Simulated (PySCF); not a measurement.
**Mass spectrum arithmetic for `C=CCC1=[O+][B@@H-](C)OC=C1F`**

Species: `C=CCC1=[O+][B@@H-](C)OC=C1F`.

Calculated for natural abundance.

Problem. Find the molar and monoisotopic masses of C7H10BFO2.

Solution. For C7H10BFO2, with standard atomic weights, 7 × 12.011 + 2 × 15.999 + 1 × 10.810 + 1 × 18.998 + 10 × 1.008 = 155.963 g/mol. From the most abundant isotopes (12C, 16O, 11B, 19F, 1H), 7 × 12.000000 + 2 × 15.994915 + 1 × 11.009305 + 1 × 18.998403 + 10 × 1.007825 = 156.0758 u.

Problem. Work out the cluster of the molecular ion M+•, one line a nominal mass.

Solution. 
| nominal mass | m/z (centroid) | relative intensity |
| --- | --- | --- |
| 155 | 155.0789 | 24.4 |
| 156 | 156.0754 | 100.0 |
| 157 | 157.0788 | 7.8 |
| 158 | 158.0806 | 0.7 |

Cut off at 0.1 %. One electron mass, 0.00055 u, is taken off. Abundances used (%; other tables differ somewhat): 12C 98.93, 13C 1.07; 16O 99.757, 17O 0.038, 18O 0.205; 10B 19.9, 11B 80.1; 1H 99.9885, 2H 0.0115.

Problem. What share of all molecules is the monoisotopic species?

Solution. 0.9893^7 × 0.99757^2 × 0.801 × 1 × 0.999885^10 = 73.84 %.

Problem. Protons, neutrons, electrons, and exact less nominal mass of the monoisotopic species?

Solution. 82 protons, 74 neutrons and 82 electrons; 156.0758 − 156 = +0.0758 u.

Problem. Give the mass fraction of each element.

Solution. C 53.91 %, O 20.52 %, B 6.93 %, F 12.18 %, H 6.46 %.
